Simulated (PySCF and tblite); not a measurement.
Values are calculated unless marked as measured or tabulated.
Stationary points of C4H6BBrO2 at GFN2-xTB, in Å:

Structure A

```
 1 O     2.299   -0.991   -0.068
 2 B     1.525    0.007    0.429
 3 O     1.974    0.984    1.253
 4 C     0.022    0.033    0.028
 5 C    -1.024    0.820    0.324
 6 Br   -1.232    2.337    1.401
 7 C    -2.033    0.089   -0.502
 8 C    -0.847   -0.839   -0.865
 9 H     3.222   -0.995    0.188
10 H     2.898    0.972    1.502
11 H    -2.454    0.657   -1.331
12 H    -2.841   -0.380    0.058
13 H    -0.949   -1.866   -0.524
14 H    -0.562   -0.829   -1.914
```

Structure B

```
 1 O     2.338   -1.003   -0.181
 2 B     1.555   -0.109    0.457
 3 O     2.026    0.645    1.505
 4 C     0.054   -0.033    0.040
 5 C    -0.955    0.803    0.331
 6 Br   -1.076    2.350    1.385
 7 C    -1.997    0.124   -0.496
 8 C    -0.856   -0.860   -0.858
 9 H     3.242   -1.059    0.131
10 H     2.460    1.480    1.375
11 H    -2.389    0.711   -1.325
12 H    -2.826   -0.307    0.062
13 H    -1.008   -1.882   -0.520
14 H    -0.567   -0.859   -1.906
```

Structure C

```
 1 O     2.343   -1.171   -0.100
 2 B     1.627   -0.137    0.390
 3 O     2.246    0.767    1.195
 4 C     0.114   -0.029    0.009
 5 C    -0.876    0.819    0.320
 6 Br   -0.954    2.362    1.407
 7 C    -1.948    0.155   -0.480
 8 C    -0.828   -0.845   -0.863
 9 H     3.259   -1.171    0.177
10 H     1.710    1.487    1.527
11 H    -2.351    0.745   -1.302
12 H    -2.770   -0.263    0.099
13 H    -0.985   -1.863   -0.518
14 H    -0.564   -0.852   -1.918
```

Level: PBE0/pcSseg-1 + D3(BJ) on GFN2-xTB stationary points, with GFN2-xTB thermal terms.

Which structure is a saddle point, and along which motion?

B: one imaginary mode (629i cm⁻¹ at GFN2-xTB, mostly on H10, O3), along the rotation about the B2–O3 bond (torsion O1–B2–O3–H from 0° to 180°, rising).

Give their symmetry and energies above the lowest.

A Cs, 6.1 kcal/mol; B C1, 11.6 kcal/mol; C Cs, 0.0 kcal/mol.

Spin–orbit effects of heavy atoms on shieldings are missing.
